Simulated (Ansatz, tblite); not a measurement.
Spin states of Al₃Ni, each relaxed with r2SCAN-D4/def2-SVP in Ansatz. Electronic energies in the gas phase.

The xTB rows come from tblite. Correlated methods freeze 20 core orbitals; core or outer-core shells of Ni are correlated, in sets that lack core-valence functions. The structure comes from a short search, and lower isomers may exist.

Doublet geometry:

```xyz
4

Ni    0.396   -0.334   -1.083
Al   -1.371   -0.776    0.181
Al    1.138   -0.465    1.002
Al   -0.163    1.575   -0.100
```

Quartet geometry (Cs within 0.1 Å):

```xyz
4

Ni   -1.288    0.136   -0.147
Al    0.795    1.061   -0.736
Al    0.201    0.259    1.630
Al    0.291   -1.456   -0.747
```

Run but left out: HF/STO-3G, HF/def2-TZVP, B2PLYP/def2-TZVP, PBE-QIDH/def2-TZVP, MP2/def2-TZVP, CCSD/def2-TZVP, CCSD(T)/def2-TZVP (doublet: ⟨S²⟩ 1.27 to 3.12, where a pure state has 0.75).

Only these spin states were relaxed. Higher spins weren't run and may lie lower. The quartet has other bonds than the doublet, so the gap mixes isomer and spin.

```
               level  quartet − doublet (kJ/mol)  lowest of these                                  remarks
            GFN1-xTB                       227.9          doublet                                        –
            GFN2-xTB                        87.5          doublet                                        –
    PBE-D4/def2-TZVP                       139.1          doublet                                        –
 r2SCAN-D4/def2-TZVP                       119.0          doublet                                        –
   PBE0-D4/def2-TZVP                        74.7          doublet                                        –
r2SCAN0-D4/def2-TZVP                        48.3          doublet  spin-contaminated (⟨S²⟩ 0.85) (doublet)
   ωB97X-V/def2-TZVP                        81.3          doublet                                        –
   RPA@PBE/def2-TZVP                       114.5          doublet                                        –
```

```tsv
state	donor atoms	mean metal–ligand distance (Å)	range (Å)	Mulliken spin on the metal (PBE0)
doublet	3	2.218	2.22–2.22	0.22
quartet	3	2.332	2.32–2.35	1.04
```

⟨S²⟩ at PBE0-D4/def2-TZVP: doublet 0.79 (pure 0.75), quartet 3.80 (pure 3.75). The unpaired electrons of the doublet sit mostly on the ligands.

Change of the quartet − doublet gap on mixing in exact exchange, in kJ/mol: PBE to PBE0 (25 % exact exchange) -64.3; r2SCAN to r2SCAN0 (25 % exact exchange) -70.7.

The xTB methods have no spin-polarisation term.
